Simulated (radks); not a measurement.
The numbers below are computed, except where a source is named.
Neutral thulium inside a hard spherical wall (all orbitals vanish at R), configuration held at [Xe] 4f13 6s2 and not refilled when levels cross. Code: a radial shooting solver on a logarithmic mesh with Libxc functionals. Model: scalar-relativistic Kohn-Sham, LDA (Slater exchange, VWN5 correlation), spin-polarised, spherical densities, point nucleus; open shells are filled with parallel spins first (spin-orbit coupling, left out, can overturn this in heavy ions). Eigenvalues in eV for spin up, with the zero of energy where the potential of the charges vanishes at infinity; a dash marks a level that is unbound or too diffuse for the functional's potential to be trusted. A positive occupied level is held by the wall or, in an anion where self-interaction has pushed it up, behind a barrier. The pressure on the wall is -dE/dV.

| R (bohr) | E (hartree) | kinetic (hartree) | e(5s) | e(5p) | e(6s) | e(4f) | e(6p, empty) | e(5d, empty) | pressure (GPa) |
|---|---|---|---|---|---|---|---|---|---|
| free | -13559.0624 | 14736.136 | -53.753 | -27.205 | -4.044 | -3.683 | - | - | 0 |
| 15 | -13559.0624 | 14736.136 | -53.751 | -27.204 | -4.043 | -3.682 | -1.159 | -0.975 | 0.000106 |
| 10 | -13559.0606 | 14736.153 | -53.628 | -27.082 | -3.943 | -3.561 | -0.856 | -0.831 | 0.0424 |
| 8 | -13559.0494 | 14736.229 | -53.194 | -26.655 | -3.545 | -3.136 | -0.031 | -0.378 | 0.465 |
| 6 | -13558.9715 | 14736.603 | -51.706 | -25.211 | -1.716 | -1.658 | 3.127 | 1.250 | 5.79 |
| 5 | -13558.8142 | 14737.231 | -50.003 | -23.592 | 1.200 | 0.092 | 7.711 | 3.319 | 24.2 |
| 3 | -13556.1133 | 14747.444 | -37.455 | -11.181 | 36.365 | 14.581 | 54.399 | 21.417 | 1200 |
| 2.5 | -13552.1897 | 14761.604 | -25.910 | 1.635 | 75.966 | 28.421 | 101.37 | 39.554 | 4710 |
| 1.5 | -13496.1096 | 14936.687 | 91.514 | 139.34 | 452.30 | 131.26 | 509.24 | 213.04 | 179000 |
